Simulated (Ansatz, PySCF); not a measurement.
This PySCF input computes a PBE0/def2-TZVPD energy:

```python
from pyscf import gto, scf, dft

mol = gto.M(
    atom='''
    C    -0.74598462    0.07954784    0.23255547
    F     0.73298763   -0.10811036   -0.07052530
    H    -0.92133566    1.08748682   -0.22113066
    H    -1.19964527   -0.59178060   -0.53947446
    ''',
    basis='def2-tzvpd',
    charge=-1,
    spin=0,
    verbose=4,
)

mf = dft.RKS(mol, xc='pbe0').density_fit(auxbasis='def2-universal-jkfit')
mf.grids.level = 3
mf.conv_tol = 1e-9
mf.max_cycle = 100
mf.max_memory = 1500
mf.kernel()
if not mf.converged:
    mf = mf.newton()
    mf.kernel(mf.make_rdm1())
mf.analyze()
```

**Question.** Write an input for the same energy in Ansatz (a program for electronic structure) and say what it gives.

**Answer.** 
Ansatz 0.2 input:
```yaml
crystal:
  periodic: [false, false, false]
  atoms:
    - {symbol: C, position_ang: [-0.74598462, 0.07954784, 0.23255547]}
    - {symbol: F, position_ang: [0.73298763, -0.10811036, -0.07052530]}
    - {symbol: H, position_ang: [-0.92133566, 1.08748682, -0.22113066]}
    - {symbol: H, position_ang: [-1.19964527, -0.59178060, -0.53947446]}
basis:
  gaussian:
    orbitals: def2-TZVPD
hamiltonian:
  xc: {name: PBE0}
total_charge: -1
output: {forces: true}
```
It gives -138.98447 Eh, and PySCF -138.98450 Eh, a difference of 0.03 mEh, from the treatment of integrals and grids.

It need not be the lowest isomer of its formula. Whether it binds its extra electron was not tested at this geometry.
